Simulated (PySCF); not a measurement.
C3H2F3, SMILES C=C(F)[C](F)F, multiplicity 2. Coordinates come from a B3LYP-D3(BJ)/def2-SVP optimisation. The isomer is the one that the SMILES or the coordinates give; other isomers of the formula were not compared. The values are those of a single conformer.

Computed with B3LYP-D3(BJ)/def2-SVP run with PySCF 2.14.0.

Harmonic wavenumbers (cm⁻¹): 135, 219, 225, 376, 482, 512, 561, 585, 705, 787, 936, 1192, 1353, 1385, 1499, 1584, 3183, 3300. Rotational constants (GHz): 5.375, 3.326, 2.055; symmetry number 1.

Work out the zero-point energy and the ideal-gas rigid-rotor harmonic-oscillator thermochemistry at 298.15 K and 1 atm.

ZPE = ½ Σ hcν = ½ × 19019 cm⁻¹ = 27.19 kcal/mol. H − E(el) = 31.53 kcal/mol. Entropy in cal/(mol K): translation 39.57, rotation 26.57, vibration 10.89, spin 1.38, total 78.41. G − E(el) = 8.16 kcal/mol. Cp = 22.22 cal/(mol K). Modes under 150 cm⁻¹ make the vibrational entropy uncertain.
